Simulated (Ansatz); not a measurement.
cyclo-(H2GeSe)2 (Ge2H4Se2). Charge 0, multiplicity 1. Geometry PBE-D4/def2-SVP.

```xyz
8

Ge    1.240    0.844    0.417
H     2.709    0.337    0.415
H     1.183    2.322    0.896
Se    0.197    0.560   -1.718
Ge   -1.240   -0.844   -0.417
H    -2.705   -0.326   -0.411
H    -1.195   -2.322   -0.898
Se   -0.189   -0.569    1.716
```

The 6-31G sets use Cartesian d functions. B3LYP takes the VWN-RPA correlation.

Problem. Estimate the orbital energies around the gap (eV) in Ansatz with PBE-D4/def2-SVP, PBE-D4/def2-TZVP, BLYP-D4/def2-TZVP, r2SCAN-D4/def2-TZVP, B3LYP-D4/6-31G.

Solution. 
```
orbital  PBE-D4/def2-SVP  PBE-D4/def2-TZVP  BLYP-D4/def2-TZVP  r2SCAN-D4/def2-TZVP  B3LYP-D4/6-31G
HOMO−13           -30.59            -30.52             -30.49               -31.39          -32.66
HOMO−12           -30.56            -30.49             -30.46               -31.36          -32.65
HOMO−11           -18.04            -18.04             -17.87               -18.78          -20.32
HOMO−10           -16.60            -16.63             -16.49               -17.30          -18.58
 HOMO−9           -13.83            -13.87             -13.74               -14.39          -15.62
 HOMO−8           -12.60            -12.66             -12.55               -13.11          -14.12
 HOMO−7            -9.18             -9.24              -9.09                -9.65          -10.65
 HOMO−6            -9.16             -9.18              -8.96                -9.56          -10.30
 HOMO−5            -8.69             -8.75              -8.64                -9.15          -10.09
 HOMO−4            -8.48             -8.49              -8.27                -8.84           -9.59
 HOMO−3            -7.58             -7.61              -7.44                -7.94           -8.72
 HOMO−2            -6.92             -6.96              -6.77                -7.25           -7.78
 HOMO−1            -5.80             -5.93              -5.74                -6.22           -6.81
   HOMO            -5.80             -5.91              -5.74                -6.19           -6.80
   LUMO            -2.39             -2.57              -2.49                -2.42           -2.13
 LUMO+1            -1.90             -1.98              -1.84                -1.75           -1.60
 LUMO+2            -0.79             -1.08              -1.08                -0.77           -0.57
 LUMO+3            -0.12             -0.23              -0.10                 0.00            0.40
 LUMO+4             0.12             -0.21              -0.09                 0.13            0.91
 LUMO+5             0.62              0.26               0.43                 0.55            1.91
```
